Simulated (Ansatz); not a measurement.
C4H10O2, charge +1, doublet, geometry from GFN2-xTB (a state made from the parent by changing its charge; the spin is typed, not shown lowest); SC-NEVPT2/STO-3G, CASSCF(3,5) run with Ansatz (a first-principles code).

Input for Ansatz:
Ansatz 0.2 input:
```yaml
crystal:
  periodic: [false, false, false]
  atoms:
    - {symbol: C, position_ang: [1.94069579, 0.91334094, 0.49750253]}
    - {symbol: O, position_ang: [0.89471360, 0.79460299, -0.43162069]}
    - {symbol: C, position_ang: [0.64119583, -0.44509277, -0.96257063]}
    - {symbol: C, position_ang: [-0.38257646, -1.26136668, -0.05067015]}
    - {symbol: O, position_ang: [-1.59341665, -0.63118841, -0.04131195]}
    - {symbol: C, position_ang: [-1.71761824, 0.50916164, 0.73654296]}
    - {symbol: H, position_ang: [1.85612709, 0.18810701, 1.31561687]}
    - {symbol: H, position_ang: [1.90770603, 1.92889248, 0.88948362]}
    - {symbol: H, position_ang: [2.90769810, 0.74618950, 0.00775439]}
    - {symbol: H, position_ang: [1.53652385, -1.07004865, -1.05066465]}
    - {symbol: H, position_ang: [0.15566943, -0.29927357, -1.93174509]}
    - {symbol: H, position_ang: [-0.51468831, -2.24564470, -0.50540388]}
    - {symbol: H, position_ang: [0.07276308, -1.33845415, 0.94736665]}
    - {symbol: H, position_ang: [-2.74555703, 0.85999369, 0.64672820]}
    - {symbol: H, position_ang: [-1.44852698, 0.33697027, 1.78682067]}
    - {symbol: H, position_ang: [-1.02827228, 1.28969285, 0.35267599]}
basis:
  gaussian:
    orbitals: STO-3G
total_charge: 1
correlation: {method: sc_nevpt2, electrons: all, active_space: {window: {electrons: 3, orbitals: 5}}}
magnetization: {spin_polarized: false, initial_magnetization: 1}
```

Task: What does Ansatz print? Leave out banner, timings and long lists.

Result: 
```
Functional definition: HF
579 factors; integrals over basis functions are off by at most 4.7e-5 eV
mean field evaluation 1: about -8238.2895 eV, gradient 2.6e1 eV
mean field evaluation 2: about -8238.7194 eV, gradient 2.6e1 eV
mean field evaluation 4: about -8241.3274 eV, gradient 1.9e0 eV
mean field evaluation 8: about -8241.3422 eV, gradient 8.6e-1 eV
mean field evaluation 16: about -8241.8640 eV, gradient 2.6e-6 eV
mean field -8241.86400561 eV, -302.8829156702 hartree, gradient 2.7e-6 eV, S^2 0.750000; 1 other end points of the search recorded, 0 dependent functions left out
reference -8241.86400561 eV, -302.8829156702 hartree; 25, 24 occupied and 15, 16 virtual orbitals, 579 factors
state -8242.36310610 eV, -302.9012572748 hartree
state -8242.36310610 eV, -302.9012572748 hartree; corrected -8249.42946039 eV, -303.1609410054 hartree
state -8242.35045360 eV, -302.9007923039 hartree
state -8242.35045360 eV, -302.9007923039 hartree; corrected -8249.41414358 eV, -303.1603781228 hartree
state -8242.36310610 eV, -302.9012572748 hartree; corrected -8249.42946039 eV, -303.1609410054 hartree
state -8242.30686482 eV, -302.8991904459 hartree
state -8242.30686482 eV, -302.8991904459 hartree; corrected -8249.46779201 eV, -303.1623496662 hartree
state -8242.30686482 eV, -302.8991904459 hartree; corrected -8249.46779201 eV, -303.1623496662 hartree
the orbitals are reached from a further start. From the first start the search ends at -8242.35045098 eV, -302.9007922078 hartree
WARN: the results are in doubt because another end's mean lies 0.056 eV lower, and its corrected mean 0.038 eV higher
Total energy: -8249.46779201 eV, -303.1623496662 hartree
In doubt: another end's mean lies 0.056 eV lower, and its corrected mean 0.038 eV higher
```
